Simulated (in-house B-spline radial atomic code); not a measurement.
## Plasmons and hot-electron lifetimes in Cu from the free-electron model

The electrons form a uniform gas at zero temperature with Lindhard's dielectric function (RPA). An added electron of energy E, from the band bottom, collides once per mean free path λ, with 1/λ = (1/πE) ∫dω ∫dq/q Im(−1/ε(q, ω)), in atomic (or effective) units, with ω up to E − E_F and q between √(2E) ∓ √(2(E − ω)); electron-hole pairs and the plasmon pole are integrated apart. No exchange between the two electrons.

Cu: 1 valence electron per atom, density 8.96 g/cm³, mass 63.55 u, so r_s = 2.67 bohr. Core levels, phonons and band structure are left out; so is the d shell, which screens strongly in this metal and lengthens real lifetimes within a few eV of E_F.

(1) Find E_F, the plasma energy, the screening length and the long-wave dispersion of the plasmon.

| E − E_F (eV) | λ (nm) | share of plasmon losses | lifetime (fs) | stopping (eV/nm) |
| --- | --- | --- | --- | --- |
| 0.351 | 313 | 0.00 | 194 | 0.000747 |
| 0.703 | 83.9 | 0.00 | 50.9 | 0.00555 |
| 1.41 | 24 | 0.00 | 13.9 | 0.0387 |
| 2.46 | 9.38 | 0.00 | 5.14 | 0.171 |
| 3.51 | 5.41 | 0.00 | 2.81 | 0.422 |
| 5.27 | 3.04 | 0.00 | 1.46 | 1.12 |
| 7.03 | 2.06 | 0.00 | 0.925 | 2.21 |
| 9.14 | 1.45 | 0.00 | 0.608 | 4.09 |
| 11.2 | 1.12 | 0.00 | 0.443 | 6.49 |
| 14.1 | 0.863 | 0.00 | 0.317 | 10.5 |
| 17.6 | 0.413 | 0.34 | 0.141 | 30.2 |
| 22.5 | 0.327 | 0.42 | 0.102 | 41.5 |

(2) Quinn and Ferrell's limit is τ = 263 r_s^(−5/2) (E − E_F)⁻² fs·eV². How far does it hold?

(3) From what energy can an electron emit a plasmon?

## Answers

(1) k_F = 1.91916/2.67 = 0.7188, E_F = k_F²/2 = 7.03 eV. ω_p = √(3/r_s³) = 0.3970 hartree = 10.80 eV. The Thomas-Fermi length is √(π/4k_F) = 1.045 bohr = 0.0553 nm. For small q, ω = ω_p + α q² with α = (3/5) E_F/ω_p = 0.3904; at q = 0.2337 this gives 11.38 eV, and the zero of ε lies at 11.41 eV. The plasmon meets the pair continuum ω = q k_F + q²/2 at q_c = 0.58425 = 0.81 k_F, 16.1 eV.

(2) The prefactor is 22.6 fs·eV². At 0.351 eV it gives 183 fs against 194, a ratio of 1.06; at 3.51 eV 1.83 against 2.81, a ratio of 1.54. The inverse square comes from the phase space of two final states near E_F; the formula is the limit of high density and small excess energy.

(3) It needs ω ≤ q v − q²/2 and a final state above E_F. On the computed dispersion this first holds at E − E_F = 15.5 eV, above ω_p = 10.8 eV, since a slow electron can only couple to plasmons of large q, which cost more.
